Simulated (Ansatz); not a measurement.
Wavefunction ladder for `[Cl][GaH]` radical

Bond lengths: Cl1–Ga2 2.168 Å, Ga2–H3 1.604 Å. Angles: Cl1–Ga2–H3 115.5°.

The species carries charge 0 and has multiplicity 2. Correlated methods include outer-core shells of Ga, which these sets cover unevenly. Scalar relativity is left out up to krypton. Geometry: relaxed with PBE0-D4/def2-TZVP. Frozen core, unrestricted reference, Ansatz.

```csv
basis,HF (Eh),MP2 corr.
def2-SVP,-2382.96257,-0.32451
def2-TZVPP,-2383.37077,-0.39017
def2-QZVPP,-2383.42405,-0.65549
```

(1) Estimate the CCSD correlation energy and the (T) correction in each basis where they were run (hartree).

## Answers

(1) 
| basis | CCSD corr. | (T) |
| --- | --- | --- |
| def2-SVP | -0.33438 | -0.00964 |
| def2-TZVPP | -0.40820 | -0.01715 |
